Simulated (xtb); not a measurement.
F$_{4}$Si (SMILES F[Si](F)(F)F), singlet, geometry from GFN2-xTB; GFN2-xTB (xtb).

Here is a job for xtb.
```
$ xtb mol.xyz --gfn 2 --ohess --json

# file mol.xyz
5

Si     0.00000000    -0.00000000     0.00000000
F      0.88552320     0.90402113     0.92229500
F     -0.91389002    -0.91243756     0.88560507
F     -0.89400971     0.90408216    -0.91401078
F      0.92237653    -0.89566573    -0.89388928
```

The log (banner, timings and long lists left out):

```
   ID    Z sym.   atoms
    1   14 Si     1
    2    9 F      2-5

           -------------------------------------------------
          |                Calculation Setup                |
           -------------------------------------------------

           -------------------------------------------------
          |                 G F N 2 - x T B                 |
           -------------------------------------------------

          ...................................................
          :                      SETUP                      :
          :.................................................:
          :  # basis functions                  26          :
          :  # atomic orbitals                  25          :
          :  # shells                           11          :
          :  # electrons                        32          :
          :  max. iterations                   250          :
          :  Hamiltonian                  GFN2-xTB          :
          :  restarted?                      false          :
          :  GBSA solvation                  false          :
          :  PC potential                    false          :
          :  electronic temp.          300.0000000     K    :
          :  accuracy                    1.0000000          :
          :  -> integral cutoff          0.2500000E+02      :
          :  -> integral neglect         0.1000000E-07      :
          :  -> SCF convergence          0.1000000E-05 Eh   :
          :  -> wf. convergence          0.1000000E-03 e    :
          :  Broyden damping             0.4000000          :
          :  net charge                          0          :
          :  unpaired electrons                  0          :
          ...................................................

 iter      E             dE          RMSdq      gap      omega  full diag
   1    -20.9083086 -0.209083E+02  0.813E+00   12.62       0.0  T
   2    -20.9604978 -0.521892E-01  0.439E+00   11.26       1.0  T
   3    -20.9629412 -0.244338E-02  0.129E+00   11.50       1.0  T
   4    -20.9652460 -0.230478E-02  0.475E-01   11.09       1.0  T
   5    -20.9623046  0.294142E-02  0.860E-01   11.55       1.0  T
   6    -20.9656854 -0.338080E-02  0.187E-01   11.30       1.0  T
   7    -20.9657948 -0.109366E-03  0.107E-01   11.27       1.0  T
   8    -20.9658494 -0.546234E-04  0.247E-03   11.23      18.1  T
   9    -20.9658494  0.455323E-08  0.260E-03   11.23      17.2  T
  10    -20.9658494 -0.313354E-07  0.105E-04   11.23     426.0  T
  11    -20.9658494 -0.534435E-10  0.255E-07   11.23  100000.0  T

   *** convergence criteria satisfied after 11 iterations ***

         :::::::::::::::::::::::::::::::::::::::::::::::::::::
         ::                     SUMMARY                     ::
         :::::::::::::::::::::::::::::::::::::::::::::::::::::
         :: total energy             -20.898083431442 Eh    ::
         :: gradient norm              0.000015822239 Eh/a0 ::
         :: HOMO-LUMO gap             11.227317314960 eV    ::
         ::.................................................::
         :: SCC energy               -20.965849220550 Eh    ::
         :: -> isotropic ES            0.056428641491 Eh    ::
         :: -> anisotropic ES         -0.000045455892 Eh    ::
         :: -> anisotropic XC         -0.006054522559 Eh    ::
         :: -> dispersion             -0.002173229178 Eh    ::
         :: repulsion energy           0.067765789108 Eh    ::
         :: add. restraining           0.000000000000 Eh    ::
         :: total charge              -0.000000000000 e     ::
         :::::::::::::::::::::::::::::::::::::::::::::::::::::

      -----------------------------------------------------------
     |                   =====================                   |
     |                        A N C O P T                        |
     |                   =====================                   |
     |               Approximate Normal Coordinate               |
     |                Rational Function Optimizer                |
      -----------------------------------------------------------
      -----------------------------------------------------------
     |                   =====================                   |
     |                        A N C O P T                        |
     |                   =====================                   |
     |               Approximate Normal Coordinate               |
     |                Rational Function Optimizer                |
      -----------------------------------------------------------

          ...................................................
          :                      SETUP                      :
          :.................................................:
          :   optimization level            normal          :
          :   max. optcycles                   200          :
          :   ANC micro-cycles                  20          :
          :   degrees of freedom                 9          :
          :.................................................:
          :   RF solver                   davidson          :
          :   write xtbopt.log                true          :
          :   linear?                        false          :
          :   energy convergence         0.5000000E-05 Eh   :
          :   grad. convergence          0.1000000E-02 Eh/α :
          :   maxmium RF displ.          1.0000000          :
          :   Hlow (freq-cutoff)         0.1000000E-01      :
          :   Hmax (freq-cutoff)         5.0000000          :
          :   S6 in model hess.         20.0000000          :
          ...................................................

generating ANC from exact Hessian ...
Using Lindh-Hessian (1995)
 Shifting diagonal of input Hessian by    0.0000000000000000
 Lowest  eigenvalues of input Hessian
    0.000000    0.000000    0.000000    0.000000    0.000000    0.000000
[...]
 * total energy  :   -20.8980834 Eh     change       -0.7105427E-14 Eh
   *** GEOMETRY OPTIMIZATION CONVERGED AFTER 1 ITERATIONS ***
         :: total energy             -20.898083431442 Eh    ::
[...]
     #   Z sym  total        # sym  WBO       # sym  WBO       # sym  WBO
 ---------------------------------------------------------------------------
     1  14 Si   4.607 --     5 F    1.152     2 F    1.152     3 F    1.152
                             4 F    1.152
     2   9 F    1.289 --     1 Si   1.152
     3   9 F    1.289 --     1 Si   1.152
     4   9 F    1.289 --     1 Si   1.152
     5   9 F    1.289 --     1 Si   1.152
 ---------------------------------------------------------------------------

Topologies differ in total number of bonds
Writing topology from bond orders to xtbtopo.mol

molecular dipole:
                 x           y           z       tot (Debye)
 q only:        0.000      -0.000      -0.000
   full:        0.000      -0.000      -0.000       0.000
molecular quadrupole (traceless):
                xx          xy          yy          xz          yz          zz
 q only:        0.000       0.000      -0.000      -0.000       0.000      -0.000
  q+dip:        0.000       0.000      -0.000      -0.000       0.000      -0.000
   full:        0.000       0.000      -0.000      -0.000       0.000      -0.000

           -------------------------------------------------
          |               Frequency Printout                |
           -------------------------------------------------
 projected vibrational frequencies (cm⁻¹)
eigval :       -0.00    -0.00    -0.00    -0.00     0.00     0.00
eigval :      170.00   170.00   269.97   269.97   269.97   786.67
eigval :     1017.83  1017.83  1017.83
 reduced masses (amu)
   1: 20.67   2: 19.89   3: 20.18   4: 20.31   5: 19.38   6: 20.92   7: 19.00   8: 19.00
   9: 21.23  10: 21.23  11: 21.23  12: 19.00  13: 23.40  14: 23.40  15: 23.40
 IR intensities (km·mol⁻¹)
   1:  0.00   2:  0.00   3:  0.00   4:  0.00   5:  0.00   6:  0.00   7:  0.00   8:  0.00
   9: 80.81  10: 80.81  11: 80.81  12:  0.00  13:308.02  14:308.02  15:308.02
 Raman intensities (Ä⁴*amu⁻¹)
   1:  0.00   2:  0.00   3:  0.00   4:  0.00   5:  0.00   6:  0.00   7:  0.00   8:  0.00
   9:  0.00  10:  0.00  11:  0.00  12:  0.00  13:  0.00  14:  0.00  15:  0.00
 output can be read by thermo (or use thermo option).
 writing <g98.out> molden fake output.
 recommended (thermochemical) frequency scaling factor: 1.0
           -------------------------------------------------
Molecule has the following symmetry elements: 4*(C3) 3*(C2) 3*(S4) 6*(sigma)
It seems to be the Td point group
          |             Thermodynamic Functions             |
           -------------------------------------------------

td  symmetry found (for desy threshold:  0.10E+00) used in thermo

          ...................................................
          :                      SETUP                      :
          :.................................................:
          :  # frequencies                           9      :
          :  # imaginary freq.                       0      :
          :  linear?                             false      :
          :  only rotor calc.                    false      :
          :  symmetry                               td      :
          :  rotational number                      12      :
          :  scaling factor                  1.0000000      :
          :  rotor cutoff                   50.0000000 cm⁻¹ :
          :  imag. cutoff                  -20.0000000 cm⁻¹ :
          :.................................................:

    mode    ω/cm⁻¹     T·S(HO)/kcal·mol⁻¹    T·S(FR)/kcal·mol⁻¹   T·S(vib)
   ------------------------------------------------------------------------
       1    170.00    -0.72613 ( 99.26%)    -0.69378 (  0.74%)    -0.72589
       2    170.00    -0.72613 ( 99.26%)    -0.69378 (  0.74%)    -0.72589
       3    269.97    -0.47596 ( 99.88%)    -0.55685 (  0.12%)    -0.47606
       4    269.97    -0.47596 ( 99.88%)    -0.55685 (  0.12%)    -0.47606
       5    269.97    -0.47596 ( 99.88%)    -0.55685 (  0.12%)    -0.47606
   ------------------------------------------------------------------------

   temp. (K)  partition function   enthalpy   heat capacity  entropy
                                   cal/mol     cal/K/mol   cal/K/mol   J/K/mol
 298.15  VIB   8.64                 1745.270     10.676     10.139
         ROT  0.881E+04              888.752      2.981     21.033
         INT  0.762E+05             2634.023     13.657     31.173
         TR   0.103E+28             1481.254      4.968     39.819
         TOT                        4115.2766    18.6251    70.9918   297.0296

       T/K    H(0)-H(T)+PV         H(T)/Eh          T*S/Eh         G(T)/Eh
   ------------------------------------------------------------------------
    298.15    0.655811E-02    0.179263E-01    0.337305E-01   -0.158041E-01
   ------------------------------------------------------------------------

         :::::::::::::::::::::::::::::::::::::::::::::::::::::
         ::                  THERMODYNAMIC                  ::
         :::::::::::::::::::::::::::::::::::::::::::::::::::::
         :: total free energy         -20.913887577618 Eh   ::
         ::.................................................::
         :: total energy              -20.898083431442 Eh   ::
         :: zero point energy           0.011368231776 Eh   ::
         :: G(RRHO) w/o ZPVE           -0.027172377952 Eh   ::
         :: G(RRHO) contrib.           -0.015804146176 Eh   ::
         :::::::::::::::::::::::::::::::::::::::::::::::::::::

optimized geometry written to: xtbopt.xyz

           -------------------------------------------------
          | TOTAL ENERGY              -20.898083431442 Eh   |
          | TOTAL ENTHALPY            -20.880157088929 Eh   |
          | TOTAL FREE ENERGY         -20.913887577618 Eh   |
          | GRADIENT NORM               0.000015820519 Eh/α |
          | HOMO-LUMO GAP              11.227317218241 eV   |
           -------------------------------------------------

normal termination of xtb
```
